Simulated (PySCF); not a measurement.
# Computed records: CH4BClGe

Calculation on a computer-drawn molecule: the log of a Hartree-Fock and frozen-core CCSD(T) single point meant for a local Hartree-Fock minimum, with one planted fault or none, to be diagnosed. Offsets are logged minus clean, where the clean run is the same molecule without the fault. The reference is restricted for singlets and unrestricted otherwise, and also for a bond in bohr or an excited solution. Adding or removing an electron swaps singlet and doublet. The excited solution moves the top pair (singlet) or top alpha electron (doublet) to the lowest empty orbital. Highest occupied and lowest empty are orbital energies over both spins, largest force is the largest gradient component, triples share is (T) over the correlation energy, the T1 limit is 0.02 restricted and 0.045 unrestricted, electrons count all cores, a negative frequency is imaginary (commonest isotopes), and the dipole is about the centre of nuclear charge; on germanium a core potential holds 10 electrons, which the energies leave out, and 3d is frozen in MP2 and coupled-cluster steps. Program: PySCF 2.14.0.

### CH4BClGe

Logged structure:
```xyz
8
CH4BClGe
C     -0.7622     1.7624     0.0200
B     -1.2925     2.1151    -1.4176
Cl    -0.7734     3.6829    -2.1306
Ge    -2.4719     0.9747    -2.7527
H      0.3023     1.5082    -0.0687
H     -0.8244     2.6224     0.6927
H     -1.2688     0.9111     0.4797
H     -3.7961     1.6370    -2.1867
```

* meant charge: 0
* meant multiplicity: 1
* meant basis: cc-pV(D+d)Z
* meant basis and core potential on germanium: cc-pVDZ-PP ECP10MDF
* logged electrons: 64
* logged basis functions: 94
* logged SCF converged: yes
* logged spin squared: 0
* logged highest occupied: -8.6647 eV
* logged lowest empty: 0.35262 eV
* logged largest force: 2.185e-05 hartree/bohr
* logged lowest frequency: 65.164 cm⁻¹
* logged T1 diagnostic: 0.013944
* logged D1 diagnostic: 0.046889
* logged triples share: 0.029112
* logged CC converged: yes
* logged dipole magnitude: 1.7382 debye
* logged SCF stable within its kind: yes
* logged energy HF: -817.77425 hartree
* logged energy CCSD(T): -818.28124 hartree
* possible faults: no fault, one electron removed, one electron added, multiplicity raised by two, geometry at a saddle point, SCF held on an excited solution, minimal basis STO-3G, one bond length entered in bohr, all coordinates scaled

Drawn bonds:
```
atom  other atom  order
   1           2      1
   2           3      1
   2           4      1
   1           5      1
   1           6      1
   1           7      1
   4           8      1
```

Q: Which fault was planted in the run of CH4BClGe?
A: no fault

Further results for CH4BClGe:

* HF energy offset from clean run: 0 kcal/mol
* CCSD(T) energy offset from clean run: 0 kcal/mol
